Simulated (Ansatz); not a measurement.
System: SiPH5, charge 0, singlet. SiPH5 (silylphosphane, SMILES [SiH3]P).
B3LYP-D3(BJ)/def2-TZVP minimum from Ansatz (a program for electronic structure):
```xyz
7

Si    -1.0725     0.0867     0.2119
P      1.1233    -0.0680    -0.3324
H     -1.8171    -0.8926    -0.6134
H     -1.5318     1.4532    -0.1291
H     -1.3565    -0.1741     1.6427
H      1.3129    -1.2974     0.3513
H      1.5580     0.7172     0.7672
```

Wanted: atomisation energy (electronic, to ground-state atoms), in kcal/mol. UHF or UKS for unpaired electrons; spin-orbit terms are left out. CBS(X,Y): correlation extrapolated as X^-3, Hartree-Fock from the larger set (Q,5: extrapolated as (X+1)exp(-9√X)). A bracket is a step between two methods taken in the basis named. Functionals run without relativity, which enters their misses. 'core' is core correlation in cc-pwCVTZ (1s frozen past Ne), 'X2C' scalar relativity in cc-pVTZ-DK, both at CCSD(T). Where a partner has so few electrons that a lower coupled-cluster level is exact, that level stands in.

CCSD(T)/CBS(cc-pV(Q+d)Z,cc-pV(5+d)Z) + [CCSDT(Q) - CCSD(T)]/cc-pV(T+d)Z + core + X2C (Ansatz) gives 456.5 kcal/mol.

Problem. How far off this value is PBE/def2-TZVPD (Ansatz), in which direction, and which of these levels come nearer: r2SCAN/def2-TZVPD, PBE0/def2-TZVPD, wB97M-V/def2-TZVPD, CCSD(T)/CBS(cc-pV(Q+d)Z,cc-pV(5+d)Z) + core + X2C?

Solution. PBE gives 449.1 kcal/mol, 7.4 kcal/mol below it. Differences of the others: r2SCAN/def2-TZVPD (Ansatz) -1.8; PBE0/def2-TZVPD (Ansatz) -8.2; wB97M-V/def2-TZVPD (Ansatz) 3.4; CCSD(T)/CBS(cc-pV(Q+d)Z,cc-pV(5+d)Z) + core + X2C (Ansatz) -0.1 kcal/mol. Nearer than PBE: r2SCAN/def2-TZVPD, wB97M-V/def2-TZVPD, CCSD(T)/CBS(cc-pV(Q+d)Z,cc-pV(5+d)Z) + core + X2C.
